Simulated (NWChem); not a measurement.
Molecule: C6H9O, doublet; SMILES [CH]1CC(CCC1)=O

```xyz
16

O     -0.0456    -2.3005     0.2796
C      0.0002    -1.1418    -0.0503
C      1.3231    -0.4073    -0.2198
C      1.2771     1.0210     0.2005
C      0.0496     1.8239    -0.0533
C     -1.2151     1.0448     0.3140
C     -1.2390    -0.3279    -0.3585
H      2.1058    -0.9840     0.2953
H      1.5573    -0.4876    -1.3077
H      2.2061     1.5134     0.4995
H      0.0890     2.7777     0.4959
H     -0.0105     2.1017    -1.1298
H     -1.2539     0.9122     1.4085
H     -2.1148     1.6150     0.0337
H     -2.1169    -0.9242    -0.0717
H     -1.2724    -0.1955    -1.4567
```
Atoms are numbered in this order, from 1.

All runs: NWChem. Pople sets run with spherical d functions. Spin-unrestricted. Coordinates come from a PBE0/def2-SVP, spin-unrestricted optimisation. No frequency run checked for a minimum. No stability test was run on the SCF state. Level r2SCAN/6-31G*: energy and gradient on several grids; changes count from the extra-fine grid, which is no exact limit either.

| grid | size of the energy change (μHa) | largest change of a gradient component (μHa/bohr) | time, medium = 1 (rough) |
|---|---|---|---|
| xcoarse | 10000 | 3000 | about 1 |
| coarse | 2000 | 400 | about 1 |
| medium | 400 | 200 | about 1 |
| fine | 40 | 70 | about 1 |
| xfine | < 10 | < 30 | 3 |
